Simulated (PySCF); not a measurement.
## Se⁺: excitation energy

Se⁺ [Ar] 3d10 4s2 4p3 (4S) → Se⁺ [Ar] 3d10 4s2 4p2 5s1 (4P), as a difference of total energies. Calculation: PySCF 2.14, in aug-cc-pwCVDZ-PP with ECP10MDF; a scalar-relativistic core potential. Correlated levels: valence and next inner shell: nothing frozen outside the core potential. The calculations carry no spin-orbit coupling.

```json
{"method": "UHF", "excitation energy (eV)": "11.848"}
{"method": "MP2 (valence and next inner shell)", "excitation energy (eV)": "11.985"}
{"method": "SCS-MP2 (valence and next inner shell)", "excitation energy (eV)": "11.915"}
{"method": "CCSD (valence and next inner shell)", "excitation energy (eV)": "11.886"}
{"method": "CCSD(T) (valence and next inner shell)", "excitation energy (eV)": "11.867"}
```

Errors of the correlated levels include the incompleteness of this basis.

For comparison: 12.084 eV (measured; NIST levels, between the centres of gravity of the two terms).
